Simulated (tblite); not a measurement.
A tight-binding relaxation on `CP/C=C\PC(C)C`.

Computed with GFN2-xTB geometry optimisation, gas phase (tblite 0.8.0). Start geometry: from a force field or distance geometry. A driver script takes a list of jobs; this job's settings line and coordinates (Å) are shown.

Command:
```bash
OMP_NUM_THREADS=1 python probes_run.py task.json out
```

Input:
```
{"job": {"kind": "relax", "xc": "GFN2-xTB", "basis": "xTB"}, "charge": 0, "multiplicity": 1}
C      3.748900     0.527300     0.464000
P      2.728700     0.308900    -1.065800
C      1.699800    -1.202700    -1.039700
C      0.461300    -1.172000    -0.503500
P     -0.115300     0.400600     0.237600
C     -1.917400     0.673500     0.189800
C     -2.531100     0.044700     1.425800
C     -2.624600     0.218200    -1.044300
H      3.986100     1.609900     0.562300
H      4.682100    -0.035900     0.449000
H      3.129900     0.283100     1.377700
H      3.415700     0.537600    -2.288800
H      2.017400    -2.141600    -1.460400
H     -0.129900    -2.087600    -0.504500
H      0.291500     0.371700     1.630400
H     -2.138700     1.776500     0.311100
H     -3.627400    -0.082600     1.280300
H     -2.052800    -0.960100     1.607700
H     -2.346300     0.657300     2.325900
H     -2.874100     1.053300    -1.747100
H     -3.653200    -0.113100    -0.686500
H     -2.161000    -0.647400    -1.521800
```

Output:
```
step      E/eV     max force
  0    -677.34940    3.473
  1    -677.88433    2.793
  2    -678.44112    1.636
  3    -678.62459    1.301
  4    -678.81914    1.054
  5    -678.93358    0.814
  6    -679.04477    0.823
  7    -679.12660    0.909
  8    -679.19879    0.720
  9    -679.23568    0.536
... (210 lines left out)
220    -679.72988    0.024
221    -679.72995    0.018
222    -679.73001    0.022
223    -679.73009    0.024
224    -679.73015    0.018
225    -679.73020    0.012
226    -679.73023    0.010
227    -679.73026    0.012
228    -679.73028    0.011
229    -679.73030    0.008
```

«max force» is the largest atomic force in eV/Å.

Problem. From which step on does the largest force stay under 0.1 eV/Å, and how much energy is left to gain from there?

Solution. From step 201 (0.094 eV/Å), 10.5 meV above the end.

In short: energy lowered by 54.9 kcal/mol over 229 steps; largest atomic force 0.008 eV/Å at the end.

Problem. Give the final coordinates.

Solution. 1.181 Å rms from the input after alignment:
```
atom  x, y, z in Å
C1     3.2500    0.7850   -0.3564
P2     1.6700    0.3372   -1.2004
C3     1.3297   -1.2042   -0.2894
C4     0.5571   -1.0453    0.7799
P5     0.0256    0.6703    1.0661
C6    -1.7298    0.6069    0.4162
C7    -2.5008   -0.6183    0.8949
C8    -1.7289    0.7087   -1.1032
H9     3.7422    1.5673   -0.9318
H10    3.9069   -0.0784   -0.2663
H11    3.0080    1.1694    0.6340
H12    2.2889   -0.2871   -2.2993
H13    1.7206   -2.1560   -0.6266
H14    0.2933   -1.8403    1.4661
H15   -0.3653    0.4722    2.4047
H16   -2.1979    1.5108    0.8311
H17   -3.5460   -0.5380    0.5978
H18   -2.0916   -1.5250    0.4533
H19   -2.4609   -0.7105    1.9793
H20   -1.2169    1.6130   -1.4255
H21   -2.7492    0.7292   -1.4844
H22   -1.2152   -0.1475   -1.5410
```

Problem. Estimate the wall time. Hardware: one thread, Intel Xeon Platinum 8259CL at 2.50 GHz (x86_64) (shared host).

Solution. About 3.3 s.
Labels such as C1 count atoms from 1, the log's own numbers from 0.
